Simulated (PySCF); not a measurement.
Compound: C₇H₇BF₂S.
Geometry (PBE0-D3(BJ)/def2-SVP, Å), atoms numbered from 1 in this order:
```xyz
18
C7H7BF2S angstrom
C     -3.2903   -0.4274    1.4030
C     -2.0562    0.0733    1.4131
C     -1.4772    0.9515    0.3386
C     -0.2504    0.3598   -0.2864
C     -0.1337   -0.2389   -1.5233
C      1.1656   -0.7371   -1.7698
C      2.0424   -0.5286   -0.7211
B      3.5133   -0.9409   -0.6309
F      4.1136   -1.5426   -1.6433
F      4.2351   -0.7176    0.4541
S      1.2408    0.2980    0.5672
H     -3.9863   -0.2216    0.5833
H     -3.6516   -1.0627    2.2155
H     -1.3836   -0.1642    2.2467
H     -2.2241    1.1241   -0.4506
H     -1.2298    1.9394    0.7662
H     -0.9671   -0.3131   -2.2235
H      1.4666   -1.2423   -2.6892
```

All values: PBE0/pcSseg-1 (PySCF, non-relativistic), on one gas-phase PBE0-D3(BJ)/def2-SVP geometry that isn't relaxed in the solvent. The solvent is an IEF-PCM continuum (van der Waals radii × 1.2). Specific hydrogen bonds and non-electrostatic terms are outside this model.

```
run  E − E(gas) (kcal/mol)  HOMO (eV)  HOMO–LUMO gap (eV)  dipole (D)
gas                   0.00      -7.21                5.61        3.17
  P                  -3.21      -7.14                5.59        3.74
  Q                  -4.48      -7.14                5.58        3.95
```

Q: The runs were made in acetonitrile and chloroform. Which run belongs to which solvent?

A: P = chloroform, Q = acetonitrile. The dielectric constants are 4.711 (chloroform), 35.69 (acetonitrile), and the energy falls further as ε rises. In this model the ground state sees the solvent through ε alone.

Q: How constant is the ratio of the lowering to (ε − 1)/(2ε + 1)?

A: 
```tsv
solvent	(ε − 1)/(2ε + 1)	E − E(gas) (kcal/mol)	ratio (kcal/mol)	polarisation term (kcal/mol)
chloroform	0.356	-3.21	-9.0	-3.46
acetonitrile	0.479	-4.48	-9.3	-4.97
```

The ratio changes by +3.7 % in size from chloroform to acetonitrile. The polarisation term is half the interaction of the solute with the induced surface charges.
